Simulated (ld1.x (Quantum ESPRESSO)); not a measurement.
In: excitation energies, all-electron against ultrasoft

ld1.x (Quantum ESPRESSO) 7.5 input, shortened:

```
&input
   title='In', zed=49., rel=1, dft='PW91', iswitch=3,
   config='[Kr] 4d10 5s2 5p1'
 /
 &inputp
   pseudotype=3, tm=.true., lloc=-1, rcloc=2.10,
   nlcc=.true., new_core_ps=.true., rcore=1.10,
   which_augfun='PSQ', rmatch_augfun=1.65
 /
6
5S  1  0   2.00   0.00  1.90  2.10  0.0
5S  1  0   0.00   1.80  1.90  2.10  0.0
5P  2  1   1.00   0.00  2.55  3.25  0.0
5P  2  1   0.00   0.35  2.55  3.25  0.0
4D  3  2  10.00   0.00  1.65  1.95  0.0
4D  3  2   0.00   0.25  1.65  1.95  0.0
 &test
   configts(1)='4d10 5s2 5p1'
 /
```

Energies are relative to the spin-unpolarised reference configuration 4d10 5s2 5p1; without spin polarisation the order of configurations can differ from experiment.

```json
{"valence configuration": "4d10 5s2 5p0", "charge": "+1", "ΔE all-electron (eV)": "5.419", "error AE − PS (meV)": "-1.3"}
{"valence configuration": "4d10 5s1 5p0", "charge": "+2", "ΔE all-electron (eV)": "24.743", "error AE − PS (meV)": "-7.6"}
{"valence configuration": "4d10 5s0 5p0", "charge": "+3", "ΔE all-electron (eV)": "53.161", "error AE − PS (meV)": "-25"}
{"valence configuration": "4d10 5s1 5p2", "charge": "0", "ΔE all-electron (eV)": "5.873", "error AE − PS (meV)": "-1.2"}
{"valence configuration": "4d10 5s1 5p1", "charge": "+1", "ΔE all-electron (eV)": "12.041", "error AE − PS (meV)": "-2.8"}
{"valence configuration": "4d10 5s0 5p3", "charge": "0", "ΔE all-electron (eV)": "12.010", "error AE − PS (meV)": "-2.7"}
```

What are ΔE and the potential's error for 4d10 5s2 5p0.5?

ΔE = 1.964 eV all-electron; the error (AE − PS) is -0.5 meV.
